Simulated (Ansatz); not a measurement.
A structure relaxed at PBE0-D4/def2-TZVP, charge 0, multiplicity 1:

Cartesian coordinates in Å:
```
C -1.5711 0.0859 -1.4280
C -1.0687 0.8949 -0.4992
Si -0.8371 0.3375 1.2478
S 1.2261 0.4390 1.8809
Si 2.2128 -0.5980 0.3376
Cl 1.2183 -2.2992 -0.2131
Cl 2.4675 0.5444 -1.3385
H -1.8548 -0.9379 -1.2008
H -1.7138 0.4054 -2.4565
H -0.7822 1.9064 -0.7788
H -1.4947 1.2419 2.2236
H -1.3512 -1.0452 1.3949
H 3.5490 -0.9751 0.8301
```

Q: Give its formula and SMILES.

A: C2H6Cl2SSi2, `C=C[SiH2]S[SiH](Cl)Cl`.

Q: Point group (tolerance 0.08 Å, 0.16 Å for H)?

A: C1.

Q: Summarise the bond lengths by kind.

A: 1 × C–C 1.330 Å; 3 × C–H 1.086 to 1.088 Å; 1 × C–Si 1.848 Å; 2 × S–Si 2.105 to 2.160 Å; 3 × H–Si 1.473 to 1.484 Å; 2 × Cl–Si 2.044 to 2.046 Å.

Program: Ansatz 0.2.0.
